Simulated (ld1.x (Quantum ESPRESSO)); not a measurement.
Building the TM potential for rubidium (PBEsol, scalar-relativistic).

| Item | Value |
| --- | --- |
| Element | rubidium |
| Generator | ld1.x (Quantum ESPRESSO) 7.5 |
| Type | norm-conserving Troullier–Martins (Kleinman–Bylander form) |
| Functional | PBEsol |
| Relativity | scalar-relativistic |
| Frozen core | [Ar] 3d10 |
| Valence charge | 9 |
| Reference configuration | 4s2 4p6 5s1 5p0 |
| Partial waves | 4s (bound): rc 1.48 bohr; 4p (bound): rc 1.45 bohr; 4d channel at 0.35 Ry: rc 1.55 bohr |
| Local potential | the d channel |
| Core correction | none |

Occupied shells without a wave of their own: 5s. They enter only through the test configuration that unscreens the potential.

- Cutoffs needed: 55 Ry and 100 Ry (the cutoffs (Ry, on a coarse ladder) from which the occupation-weighted sum of valence levels, in a spherical-Bessel basis at the reference potential, stays within 10 and 1 mRy of its value at 400 Ry)
- Ghost test: no extra level below or beside the all-electron valence levels (s, p, d, f tested) (spherical-Bessel basis up to 400 Ry, 20 bohr box)
- Largest excitation error: +33 meV (all-electron minus pseudo) for 4s2 4p6 5s0 5p0, out of 5 test configurations
